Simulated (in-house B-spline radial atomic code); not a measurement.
Ionisation energies along the 10-electron series, configuration [He] 2s2 2p6, as differences of self-consistent energies. NIST's values go from ground level to ground level; the uncertainty of those that are theory runs from under 0.1 % in few-electron ions to several per cent in heavy many-electron ones. Computed with an all-electron radial atomic-structure program (B-spline basis): non-relativistic Hartree-Fock, average of the configuration, point nuclei.

This level leaves out relativity, spin-orbit splitting included, which matters for heavy ions.

```csv
ion,configuration after,ionisation energy (eV),IE/(q+1)² (eV),-ε less Coulomb ΔSCF (eV),tabulated value (eV),computed minus tabulated (eV)
Ge22+,[He] 2s2 2p5,2177.5,4.1162,3.0238,2178.2,-1
As23+,[He] 2s2 2p5,2354.0,4.0868,3.0229,2356.9,-3
Se24+,[He] 2s2 2p5,2537.3,4.0597,3.022,2540.7,-3
Br25+,[He] 2s2 2p5,2727.4,4.0346,3.0212,2731.4,-4
Kr26+,[He] 2s2 2p5,?,?,?,?,?
Rb27+,[He] 2s2 2p5,3128.1,3.9899,3.0198,3133.3,-5
Sr28+,[He] 2s2 2p5,3338.6,3.9698,3.0192,3344.7,-6
Zr30+,[He] 2s2 2p5,3780.1,3.9335,3.0181,3788,-8
Nb31+,[He] 2s2 2p5,4011.0,3.917,3.0176,4020.1,-9
Mo32+,[He] 2s2 2p5,4248.8,3.9015,3.0171,4259,-10
Tc33+,[He] 2s2 2p5,4493.3,3.887,3.0166,4505,-12
Ru34+,[He] 2s2 2p5,4744.7,3.8732,3.0162,4758,-13
Rh35+,[He] 2s2 2p5,5002.9,3.8602,3.0158,5018,-15
Pd36+,[He] 2s2 2p5,5267.8,3.848,3.0155,5284,-16
Ag37+,[He] 2s2 2p5,5539.6,3.8363,3.0151,5558,-18
Cd38+,[He] 2s2 2p5,5818.2,3.8252,3.0148,5839,-21
In39+,[He] 2s2 2p5,6103.6,3.8147,3.0145,6126,-22
Sn40+,[He] 2s2 2p5,6395.8,3.8047,3.0142,6421,-25
Sb41+,[He] 2s2 2p5,?,?,?,?,?
Te42+,[He] 2s2 2p5,?,?,?,?,?
I43+,[He] 2s2 2p5,7313.2,3.7775,3.0134,7337,-24
```

Fill in the row of Kr26+.

ionisation energy (eV): 2924.3; IE/(q+1)² (eV): 4.0114; -ε less Coulomb ΔSCF (eV): 3.0205; tabulated value (eV): 2928.9; computed minus tabulated (eV): -5.

Fill in the row of Sb41+.

ionisation energy (eV): 6694.8; IE/(q+1)² (eV): 3.7952; -ε less Coulomb ΔSCF (eV): 3.0139; tabulated value (eV): 6714; computed minus tabulated (eV): -19.

Fill in the row of Te42+.

ionisation energy (eV): 7000.6; IE/(q+1)² (eV): 3.7861; -ε less Coulomb ΔSCF (eV): 3.0136; tabulated value (eV): 7022; computed minus tabulated (eV): -21.

How far is this level of theory from the measured and semi-empirical values?

Over those 18 rows the differences run from -25.2 to -0.733 eV (mean absolute value 11 eV). The calculation leaves out relativity, correlation and, in open shells, the multiplet splittings that an average leaves out.
